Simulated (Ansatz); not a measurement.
`[SiH3][O][GaH][SH]` + `CO[SiH](N)O[SiH3]` → `C[O][Ga]([SH])[O][SiH3]` + `N[SiH2]O[SiH3]`  (redistribution)

Computed with Ansatz on PBE0-D4/def2-TZVP structures; ΔE is electronic, products minus reactants. CCSD(T)/CBS adds triple-zeta CCSD(T) − MP2 to the extrapolated MP2 energy (def2 sets, frozen cores). DFT in def2-TZVPP. For Ga outer-core shells are correlated without core-valence functions, which leaves a few kJ/mol of doubt a bond. Scalar relativity is left out up to krypton. One conformer a species, not always the lowest.

| level | ΔE (kJ/mol) |
| --- | --- |
| ωB97X-V | 73.0 |
| B2PLYP | 69.7 |

Task: What does CCSD(T)/CBS give? (An estimate is asked.)

Result: The calculation gave: +72.7 kJ/mol. The listed levels differ from it by 0.3, -3.0 kJ/mol.

Largest T1 diagnostic among the species: 0.014.

In def2-TZVPP, CCSD(T) changes the Hartree–Fock value by −4.4 kJ/mol (the triples alone add −1.0 kJ/mol) and MP2 by −5.2 kJ/mol. From PBE to PBE0 (25 % exact exchange), in def2-TZVPP and without D4, ΔE moves by +4.0 kJ/mol. The D4 term adds +4.2 kJ/mol with B3LYP and +2.3 kJ/mol with PBE0; it sums over pairs of atoms, weighted by their polarisabilities, and B3LYP, whose exchange is more repulsive, gets the larger term.

B3LYP here is the variant with VWN-RPA as its local correlation; programs differ in this.
